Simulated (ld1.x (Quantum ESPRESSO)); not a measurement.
chromium (Cr) PAW: all-electron and pseudo phase curves

```json
{"Element": "chromium (Cr)", "Generator": "ld1.x (Quantum ESPRESSO) 7.5", "Type": "PAW", "Functional": "LDA (PZ)", "Relativity": "scalar-relativistic", "Frozen core": "[Ne] 3s2", "Valence charge": "12", "Reference configuration": "3p6 3d5 4s1 4p0", "Partial waves": "4s (bound): rcut 2.15, rcutus 2.85 bohr; 4s channel at 2.9 Ry: rcut 2.15, rcutus 2.85 bohr; 3p (bound): rcut 1.55, rcutus 1.65 bohr; 4p (bound, empty): rcut 1.55, rcutus 1.65 bohr; 3d (bound): rcut 1.65, rcutus 1.75 bohr; 3d channel at 3.3 Ry: rcut 1.65, rcutus 1.75 bohr", "Local potential": "all-electron potential smoothed inside 2.10 bohr (lloc = -1)", "Core correction": "Bessel-smoothed model core inside 1.05 bohr", "Augmentation charge": "BESSEL, radius 1.60 bohr"}
```

The phase is arctan(r·u′/u) with u = r·R(r), unwrapped; energies in Ry, scanned from -5 to 5 Ry. A pole is an energy at which the radial function vanishes at the test radius. The pseudo phase is shifted by a multiple of π to meet the all-electron one at the reference energy, and phase errors are pseudo minus all-electron; the curves can meet again beyond the range given. Levels narrower than the energy grid can be missing from the lists of poles. n/a: not evaluated, since a narrow level or a reset projector energy made the automatic matching unsafe.

```json
{"channel": "s", "radius (bohr)": "3.09", "reference energy (Ry)": "-0.31", "poles, all-electron": "0.90", "poles, pseudo": "0.90, 4.08", "unbroken range about the reference energy with phases within 0.05 rad": "below 3.6", "phase error 1 Ry above the reference energy (rad)": "-0.001"}
{"channel": "p", "radius (bohr)": "3.09", "reference energy (Ry)": "-0.08", "poles, all-electron": "1.66", "poles, pseudo": "1.66", "unbroken range about the reference energy with phases within 0.05 rad": "n/a", "phase error 1 Ry above the reference energy (rad)": "n/a"}
{"channel": "d", "radius (bohr)": "3.09", "reference energy (Ry)": "-0.23", "poles, all-electron": "-0.11, 3.04", "poles, pseudo": "-0.11, 3.04", "unbroken range about the reference energy with phases within 0.05 rad": "the whole range", "phase error 1 Ry above the reference energy (rad)": "+0.004"}
```

Phases in the s channel:

```tsv
E (Ry)	all-electron	pseudo
-5.00	1.417	1.416
-4.74	1.412	1.411
-4.48	1.407	1.406
-4.22	1.401	1.400
-3.96	1.394	1.393
-3.70	1.386	1.386
-3.44	1.378	1.377
-3.18	1.368	1.367
-2.92	1.356	1.356
-2.66	1.343	1.342
-2.40	1.326	1.325
-2.14	1.305	1.304
-1.88	1.278	1.277
-1.62	1.241	1.240
-1.36	1.187	1.187
-1.10	1.101	1.100
-0.84	0.940	0.939
-0.58	0.564	0.563
-0.32	-0.314	-0.314
-0.06	-1.032	-1.032
0.20	-1.316	-1.317
0.46	-1.450	-1.451
0.72	-1.530	-1.531
0.98	-1.587	-1.587
1.24	-1.632	-1.633
1.50	-1.673	-1.674
1.76	-1.715	-1.716
2.02	-1.761	-1.762
2.28	-1.820	-1.821
2.54	-1.902	-1.903
2.80	-2.036	-2.036
3.06	-2.297	-2.298
3.32	-2.882	-2.898
3.58	-3.699	-3.751
3.84	-4.147	-4.229
4.10	-4.348	-4.954
4.36	-4.457	-7.522
4.62	-4.524	-7.632
4.88	-4.570	-7.691
```
